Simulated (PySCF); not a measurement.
C4H11BO, SMILES BOC(C)(C)C, GFN2-xTB optimised geometry.

```
17

B      0.39     1.67     0.00
H      1.57     1.67     0.00
H     -0.21     2.68     0.00
O     -0.36     0.59     0.00
C      0.07    -0.77     0.00
C      0.90    -1.06     1.26
C     -1.20    -1.63     0.00
C      0.90    -1.06    -1.26
H      1.18    -2.11     1.29
H      0.32    -0.82     2.14
H      1.80    -0.45     1.26
H     -1.79    -1.41     0.88
H     -0.95    -2.68     0.00
H     -1.80    -1.40    -0.88
H      1.79    -0.45    -1.27
H      0.31    -0.83    -2.15
H      1.19    -2.11    -1.29
```

Density from CAM-B3LYP/def2-SVP in PySCF at that geometry.

Minimum of the electron density along straight lines between bonded atoms, close to the bond critical point (lines longer than 1.1 times the sum of covalent radii, or with two minima, are not listed):

```
bond    length / Å  ρ at the minimum / e bohr⁻³  ∇²ρ there / e bohr⁻⁵  position (fraction from the first atom)
------  ----------  ---------------------------  --------------------  ---------------------------------------
B1–H2        1.183                        0.178                 -0.16                                     0.43
B1–H3        1.174                        0.182                 -0.16                                     0.43
B1–O4        1.319                          ___                   ___                                     0.33
O4–C5        1.428                        0.243                   ___                                     0.66
C5–C6        1.531                        0.250                 -0.59                                     0.51
C5–C7        1.533                        0.250                 -0.60                                     0.51
C5–C8        1.531                        0.250                 -0.59                                     0.51
C6–H9        1.087                        0.277                 -1.03                                     0.63
C6–H10       1.088                        0.277                 -1.03                                     0.63
C6–H11       1.087                        0.278                 -1.04                                     0.63
C7–H12       1.087                        0.278                 -1.04                                     0.63
C7–H13       1.086                        0.277                 -1.02                                     0.63
C7–H14       1.087                        0.278                 -1.04                                     0.63
C8–H15       1.087                        0.278                 -1.04                                     0.63
C8–H16       1.088                        0.277                 -1.03                                     0.63
C8–H17       1.087                        0.277                 -1.03                                     0.63
```

### Question
Some entries are withheld; supply them.

### Answer

- B1–O4, ρ at the minimum / e bohr⁻³: 0.220
- B1–O4, ∇²ρ there / e bohr⁻⁵: 1.35
- O4–C5, ∇²ρ there / e bohr⁻⁵: -0.38
